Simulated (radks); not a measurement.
Values are calculated unless marked as measured or tabulated.
Effect of the nuclear size on the ytterbium ion Yb43+, [Ar] 3d9. Level of theory: Dirac Kohn-Sham, BLYP, spin-unpolarised, spherical densities, finite nucleus; open shells are shared between the two j in proportion to 2j + 1; Fermi nuclear charge, rms radius 5.3108 fm (a radial shooting solver on a logarithmic mesh with Libxc functionals). The rms radius is varied about that value; shifts are against it.

rms radius (fm),total energy shift (eV),density at nucleus (e/bohr^3),1s1/2 shift (meV),2s1/2 shift (meV),3s1/2 shift (meV),3p1/2 shift (meV),3d5/2 shift (meV),4s1/2 (empty) shift (meV),4p1/2 (empty) shift (meV)
4.3336,-13.3,1.088e+06,-5480,-750,-174,-1.79,6.31,-58.8,-1.03
4.8328,-6.76,1.052e+06,-2780,-380,-88.1,-0.912,3.20,-29.8,-0.522
5.3108,0,1.022e+06,0.000,0.000,0.000,0.000,0.000,0.000,0.000
5.6401,4.91,1.003e+06,2020,276,64.0,0.667,-2.32,21.6,0.381
6.3039,15.4,9.69e+05,6340,867,201,2.11,-7.30,67.9,1.20

Slopes of the eigenvalues against <r^2> in GHz/fm^2, as finite differences over the two radii next to the reference (eigenvalue slopes, not the field-shift constants of lines): 1s1/2 137000, 2s1/2 18800, 3s1/2 4350, 3p1/2 45.2, 3d5/2 -158, 4s1/2 (empty) 1470, 4p1/2 (empty) 25.8.
